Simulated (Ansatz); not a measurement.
Cost and result for the atomization energy of `[F][In@H-]1[Cl+][In@@H-]([F])[Cl+]1` (8 atoms, 8 bonds).

Z-matrix (Å, degrees):
```
In
Cl 1 2.520
In 1 3.635 2 43.8
Cl 1 2.520 2 87.6 3 -2.3
F 1 1.931 2 102.2 3 99.6
H 1 1.687 2 112.9 3 -116.2
F 3 1.931 1 105.4 2 91.7
H 3 1.687 1 124.2 2 -88.3
```

Total charge 0; spin multiplicity 1. Correlated methods include outer-core shells of In, which these sets cover unevenly. In takes the def2 core potential. All single points use the PBE0-D4/def2-TZVP geometry. Program: Ansatz. All runs use 2 threads of an AMD EPYC 7R13 on a shared host and a share of an NVIDIA H100 80 GB. Times are those of one run each, without the atoms' runs, and a repeat can differ threefold. Electronic energies, without spin–orbit coupling; frozen cores. CCSD(T)/CBS adds CCSD(T) − MP2 in def2-TZVPP to the MP2 limit, and its time is that of the two runs behind it. T1 = 0.015. With those shells the extrapolation isn't a true limit. B3LYP takes the VWN-RPA correlation (the form of Gaussian; ORCA's B3LYP/G).

CCSD(T)/CBS is a level of theory with its own doubt, some kJ/mol a heavy atom from the limit and from the frozen cores, so smaller differences don't rank the functionals.

| level | functions | wall time |
| --- | --- | --- |
| LDA (SPW92)/def2-TZVPP | 274 | 1.9 s |
| CCSD(T)/def2-SVP | 126 | 1.9 s |
| BHLYP-D4/def2-TZVPP | 274 | 2.3 s |
| r2SCAN-D4/def2-TZVPP (with forces) | 274 | 2.4 s |
| PBE-QIDH/def2-TZVPP | 274 | 2.8 s |
| CAM-B3LYP-D4/def2-TZVPP | 274 | 3.3 s |
| B2PLYP/def2-TZVPP | 274 | 3.3 s |
| MP2/def2-QZVPP | 478 | 3.7 s |
| B3LYP-D4/def2-TZVPP (with forces) | 274 | 3.8 s |
| ωB97X-V/def2-TZVPP | 274 | 4.4 s |
| CCSD(T)/def2-TZVPP | 274 | 5.5 s |
| ωB97M-V/def2-TZVPP (with forces) | 274 | 6 s |
| CCSD(T)/CBS(def2) | – | 9.2 s |

(1) What atomization energy does each give, and how far from CCSD(T)/CBS? (Estimate.)

Results:

(1) The calculation gave: 
```
                             level  atomization (kJ/mol)  difference from CCSD(T)/CBS  per bond
            LDA (SPW92)/def2-TZVPP                2493.5                        307.7      38.5
                  CCSD(T)/def2-SVP                1997.1                       -188.7     -23.6
               BHLYP-D4/def2-TZVPP                2021.5                       -164.3     -20.5
r2SCAN-D4/def2-TZVPP (with forces)                2163.9                        -21.9      -2.7
               PBE-QIDH/def2-TZVPP                2115.0                        -70.8      -8.9
           CAM-B3LYP-D4/def2-TZVPP                2122.9                        -62.9      -7.9
                 B2PLYP/def2-TZVPP                2074.8                       -111.0     -13.9
                    MP2/def2-QZVPP                2214.8                         29.0       3.6
 B3LYP-D4/def2-TZVPP (with forces)                2076.3                       -109.5     -13.7
                ωB97X-V/def2-TZVPP                2172.6                        -13.2      -1.7
                CCSD(T)/def2-TZVPP                2090.3                        -95.5     -11.9
  ωB97M-V/def2-TZVPP (with forces)                2155.4                        -30.4      -3.8
                 CCSD(T)/CBS(def2)                2185.8                          0.0       0.0
```

From BLYP to BHLYP (50 % exact exchange), in def2-TZVPP and without D4, the atomization energy moves by −44.6 kJ/mol: exact exchange takes away binding that semilocal exchange gives to molecules. In def2-TZVPP, CCSD(T) changes the Hartree–Fock value by +584.3 kJ/mol (the triples alone add +50.3 kJ/mol) and MP2 by +649.7 kJ/mol; breaking electron pairs costs correlation energy, which Hartree–Fock lacks. At CCSD(T), def2-SVP lies −188.7 kJ/mol from the extrapolated value and def2-TZVPP −95.5 kJ/mol: correlation converges slowly with the basis, and small sets miss more of it in the bonded molecule than in its fragments.

Spin–orbit coupling would lower the free In atoms strongly, and the atomization energy with them, by more than many differences here.
